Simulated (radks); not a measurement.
Question: These are the eigenvalues of the occupied orbitals of an atom or ion with whole-number occupations (hartree). Calculated with a radial shooting solver on a logarithmic mesh with Libxc functionals: Dirac Kohn-Sham, PBE, spin-unpolarised, spherical densities, point nucleus.

1s1/2: -1048.085
2s1/2: -214.7098
2p1/2: -205.6665
2p3/2: -198.3604
3s1/2: -84.01907
3p1/2: -80.83795
5f5/2: -24.65146

Which element is it, and in what charge state? The configuration may be excited. Open shells, if any, fill j = l - 1/2 first.

Answer: Z = 48, cadmium, charge +34: Cd34+ in [Ne] 3s2 3p1 5f1. The list shows which subshells hold electrons but not how many an open one holds; the 1s level, -1048.1 hartree, gives Z - s = 45.8 by -(Z - s)^2/2, which with screening and relativity narrows Z to a few neighbours, and the depths of the outer levels then fix element, charge and occupations together.
